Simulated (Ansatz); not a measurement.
GeMe2 (C₂H₆Ge), relaxed as a singlet with RKS B3LYP-D4/def2-TZVP in Ansatz, starting from the GFN2-xTB geometry. Force threshold 0.02 eV/Å.

Start:

```xyz
9

C     1.3820   -0.4454   -0.3485
C    -1.4025    0.3916    0.3296
Ge   -0.4859   -1.2391   -0.4685
H     1.6398   -0.2423    0.6905
H     1.4333    0.4990   -0.8893
H     2.1461   -1.1058   -0.7577
H    -1.2513    1.2592   -0.3125
H    -0.9852    0.6312    1.3067
H    -2.4763    0.2516    0.4496
```

Task: Estimate the energy that the relaxation releases and the steps that it takes.

Result: 0.01 eV, in 4 steps; 9 s on 2 threads of Arm Neoverse V2 on a shared host. No frequencies were taken in this run, so the end may be a saddle point.

Task: Does the start keep its bonding and symmetry?

Result: By distances, no bond broke or formed. The bond that changes most is C2–Ge3, from 2.03 to 2.01 Å (atoms count from 1). Point group C2 at the start, C2 at the end, both within 0.05 Å.

Task: Predict the relaxed structure.

Result: 
Cartesian coordinates in Å:
```
C 1.376 -0.446 -0.350
C -1.399 0.387 0.329
Ge -0.479 -1.220 -0.461
H 1.619 -0.241 0.699
H 1.414 0.511 -0.879
H 2.133 -1.112 -0.763
H -1.231 1.250 -0.324
H -0.961 0.631 1.302
H -2.472 0.239 0.446
```
Bond lengths: 2 × C–Ge 2.01 Å; 6 × C–H 1.09 to 1.10 Å.
